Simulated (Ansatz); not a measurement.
`[CH3][GeH][OH]` radical, one more setting.

```yaml
crystal:
  periodic: [false, false, false]
  atoms:
    - {symbol: C, position_ang: [-0.669713, 0.837439, -0.542820]}
    - {symbol: Ge, position_ang: [0.882153, -0.278854, -0.139010]}
    - {symbol: O, position_ang: [0.160063, -1.768925, 0.546421]}
    - {symbol: H, position_ang: [-0.349763, 1.807696, -0.923461]}
    - {symbol: H, position_ang: [-1.247630, 0.978326, 0.373273]}
    - {symbol: H, position_ang: [-1.295998, 0.347277, -1.287738]}
    - {symbol: H, position_ang: [1.802070, 0.357732, 0.953964]}
    - {symbol: H, position_ang: [0.810919, -2.337889, 0.963573]}
basis:
  gaussian: {orbitals: 6-31G}
magnetization: {spin_polarized: true, initial_magnetization: 1}
hamiltonian: {xc: {name: PBE0}}
scf: {lower_state_search: light}
output: {forces: true}
```

```sh
$ ansatz run in.yaml --threads 4 --pin off --events-out ev --progress --plain --max-ram 10444MiB
```

Output, abridged:

```
Functional definition: PBE0
615 factors; integrals over basis functions are off by at most 3.4e-4 eV
mean field evaluation 1: about -59654.8471 eV, gradient 4.2e1 eV
mean field evaluation 2: about -59637.1145 eV, gradient 7.6e1 eV
mean field evaluation 4: about -59661.9955 eV, gradient 3.6e0 eV
mean field evaluation 8: about -59662.1375 eV, gradient 1.9e-1 eV
mean field evaluation 16: about -59662.1377 eV, gradient 7.8e-5 eV
mean field -59662.13768195 eV, -2192.5431193624 hartree, gradient 7.9e-5 eV, S^2 0.751235; 0 other end points of the search recorded, 0 dependent functions left out
reference -59662.13770777 eV, -2192.5431203111 hartree; 26, 25 occupied and 31, 32 virtual orbitals, 615 factors
Total energy: -59662.13770777 eV, -2192.5431203111 hartree
Atom 0 at    -0.669713     0.837439    -0.542820 Å, force     0.129970    -0.018394     0.035586 eV/Å
Atom 1 at     0.882153    -0.278854    -0.139010 Å, force    -0.045170     0.490623    -0.425117 eV/Å
Atom 2 at     0.160063    -1.768925     0.546421 Å, force    -0.259144     0.040176    -0.053824 eV/Å
Atom 3 at    -0.349763     1.807696    -0.923461 Å, force     0.001620     0.092876    -0.036394 eV/Å
Atom 4 at    -1.247630     0.978326     0.373273 Å, force    -0.068166     0.020796     0.048008 eV/Å
Atom 5 at    -1.295998     0.347277    -1.287738 Å, force    -0.039858    -0.039410    -0.043899 eV/Å
Atom 6 at     1.802070     0.357732     0.953964 Å, force     0.090703     0.123012     0.101094 eV/Å
Atom 7 at     0.810919    -2.337889     0.963573 Å, force     0.190046    -0.709680     0.374546 eV/Å
Dipole moment:     0.243888     0.156810     0.021386 e Å
```

Hardware: 4 threads of an AMD EPYC 9R45 on a shared host. Wall time 0.5 s, peak host memory 0.17 GiB.
